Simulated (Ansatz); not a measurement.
C2H7NOSi can be A, `C=NCO[SiH3]`, or B, `C1CO[SiH2]N1`.

Program: Ansatz. Geometries: PBE0-D4/def2-TZVP. ΔE: electronic, gas phase. CBS: MP2 limit from def2 TZ/QZ plus the TZ coupled-cluster correction, frozen cores. DFT in def2-TZVPP. B3LYP here is the variant with VWN-RPA as its local correlation; programs differ in this. Each species was taken in one conformer, which may not be the lowest.

Q: Which isomer does CCSD(T)/CBS put lower? Give the gap. (Estimate.)

A: Computed: B, by 36.2 kcal/mol.

Q: Give E(B) − E(A) in kcal/mol with HF/def2-TZVPP, PBE0-D4, CCSD/def2-TZVPP, MP2/def2-TZVPP, B3LYP-D4, r2SCAN-D4, CCSD(T)/def2-TZVPP. (An estimate is asked.)

A: The calculation gave: HF/def2-TZVPP -32.1, PBE0-D4 -37.8, CCSD/def2-TZVPP -35.1, MP2/def2-TZVPP -37.7, B3LYP-D4 -32.2, r2SCAN-D4 -35.6, CCSD(T)/def2-TZVPP -34.5. None reverses the order clearly.

Largest T1 diagnostic: 0.012.

From PBE to PBE0 (25 % exact exchange), in def2-TZVPP and without D4, E(B) − E(A) moves by −4.2 kcal/mol. In def2-TZVPP, CCSD(T) changes the Hartree–Fock value by −2.4 kcal/mol (the triples alone add +0.6 kcal/mol) and MP2 by −5.6 kcal/mol.
